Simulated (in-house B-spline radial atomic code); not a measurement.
Configurations of neutral tellurium, with energies counted from [Kr] 4d10 5s2 5p4. Method: scalar-relativistic (X2C) CAM-B3LYP, spin-polarised, spherical fractional occupations, Fermi nucleus of rms radius 4.7423 fm. Calculated with a B-spline radial code for spherical atoms. Shells without spins written out take the highest spin.

Caution: exact exchange at fractional occupations of open shells leaves self-interaction of up to several eV.

Occupations are held fixed; configurations that lie above the ionisation limit could autoionise.

```tsv
configuration	E - E(ref) (eV)	highest orbital	its <r> (bohr)
[Kr] 4d10 4f1 5s1 5p4	18.208	4f up	22.68
[Kr] 4d10 5s1 5p4 5f1	18.367	5f up	35.86
[Ar] 3d(4 up, 5 down) 4s2 4p6 4d10 5s2 5p(2 up, 2 down) 6s(0 up, 1 down)	589	6s down	6.08
[Ar] 3d9 4s2 4p6 4d10 5s2 5p4 6d1	589.36	6d up	17.61
[Ar] 3d(5 up, 4 down) 4s2 4p6 4d10 5s2 5p(3 up, 1 down) 5f(1 up, 0 down)	589.79	5f up	35.91
[Ar] 3d(4 up, 5 down) 4s2 4p6 4d10 5s2 5p(1 up, 3 down) 6f(1 up, 0 down)	589.89	6f up	52.22
```

(1) Order these further configurations by energy, lowest first.
A. [Kr] 4d10 5s2 5p3 6f1
B. [Kr] 4d10 5s1 5p4 6d1
C. [Kr] 4d(5 up, 4 down) 5s2 5p(3 up, 1 down) 6d(1 up, 0 down)
D. [Ar] 3d9 4s2 4p6 4d10 5s2 5p4 6p1
E. [Kr] 4d10 5s1 5p4 6f1

(2) How far above the reference does [Ar] 3d10 4s2 4p5 4d10 5s2 5p4 6p1 lie?

(3) How far above the reference does [Ar] 3d10 4s2 4p5 4d10 5s2 5p4 6f1 lie?

Answers

(1) A (7.1326 eV), B (17.943 eV), E (18.471 eV), C (51.679 eV), D (588.39 eV).

(2) 125.91 eV; its least bound orbital is 6p up with <r> = 9.196 bohr.

(3) 127.42 eV; its least bound orbital is 6f up with <r> = 52.19 bohr.
